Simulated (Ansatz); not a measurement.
Cost and result for the atomization energy of C$_{3}$H$_{6}$FNSi (`C#CN(C)[SiH2]F`) (12 atoms, 11 bonds).

```xyz
12

C     2.0079   -1.3471    0.7672
C     1.0834   -0.6639    0.4138
N     0.0611    0.1084    0.0203
C     0.3501    1.0886   -1.0250
Si   -1.5374   -0.2236    0.5722
F    -2.2990   -1.2690   -0.3658
H     2.8190   -1.9562    1.0845
H     1.1670    1.7419   -0.7114
H     0.6288    0.5971   -1.9605
H    -0.5374    1.6985   -1.1992
H    -1.4480   -0.8176    1.9181
H    -2.2955    1.0431    0.4859
```

Total charge 0; spin multiplicity 1. All single points use the PBE0-D4/def2-TZVP geometry. It is one conformer, not always the lowest. Program: Ansatz. All runs use 4 threads of an Arm Neoverse V1 on a shared host. Times are those of one run each, without the atoms' runs, and a repeat can differ threefold. Electronic energies, without spin–orbit coupling; frozen cores. CCSD(T)/CBS adds CCSD(T) − MP2 in def2-TZVPP to the MP2 limit, and its time is that of the two runs behind it. T1 = 0.012. B3LYP takes the VWN-RPA correlation (the form of Gaussian; ORCA's B3LYP/G).

CCSD(T)/CBS is a level of theory with its own doubt, some kJ/mol a heavy atom from the limit and from the frozen cores, so smaller differences don't rank the functionals.

```tsv
level	functions	wall time
PBE-D4/def2-TZVPP (with forces)	281	3 s
PBE0-D4/def2-TZVPP	281	3.5 s
r2SCAN-D4/def2-TZVPP (with forces)	281	5.5 s
B3LYP-D4/def2-TZVPP (with forces)	281	6 s
B2PLYP/def2-TZVPP	281	7 s
ωB97X-V/def2-TZVPP	281	9.5 s
ωB97M-V/def2-TZVPP (with forces)	281	13 s
MP2/def2-QZVPP	535	33 s
CCSD(T)/def2-TZVPP	281	4.9 min
CCSD(T)/CBS(def2)	–	5.4 min
```

(1) What atomization energy does each give, and how far from CCSD(T)/CBS? (An estimate is asked.)

Answers

(1) Ansatz gave: 
```csv
level,atomization (kcal/mol),difference from CCSD(T)/CBS,per bond
PBE-D4/def2-TZVPP (with forces),1173.5,27.3,2.5
PBE0-D4/def2-TZVPP,1148.5,2.3,0.2
r2SCAN-D4/def2-TZVPP (with forces),1145.9,-0.3,0.0
B3LYP-D4/def2-TZVPP (with forces),1148.6,2.4,0.2
B2PLYP/def2-TZVPP,1137.7,-8.5,-0.8
ωB97X-V/def2-TZVPP,1148.7,2.5,0.2
ωB97M-V/def2-TZVPP (with forces),1149.9,3.7,0.3
MP2/def2-QZVPP,1160.3,14.1,1.3
CCSD(T)/def2-TZVPP,1113.7,-32.5,-3.0
CCSD(T)/CBS(def2),1146.2,0.0,0.0
```

The D4 term adds +9.9 kcal/mol with B3LYP and +5.2 kcal/mol with PBE0; it sums over pairs of atoms, weighted by their polarisabilities, and B3LYP, whose exchange is more repulsive, gets the larger term. In def2-TZVPP, CCSD(T) changes the Hartree–Fock value by +288.1 kcal/mol (the triples alone add +19.0 kcal/mol) and MP2 by +315.2 kcal/mol; breaking electron pairs costs correlation energy, which Hartree–Fock lacks. From PBE to PBE0 (25 % exact exchange), in def2-TZVPP and without D4, the atomization energy moves by −24.1 kcal/mol: exact exchange takes away binding that semilocal exchange gives to molecules.
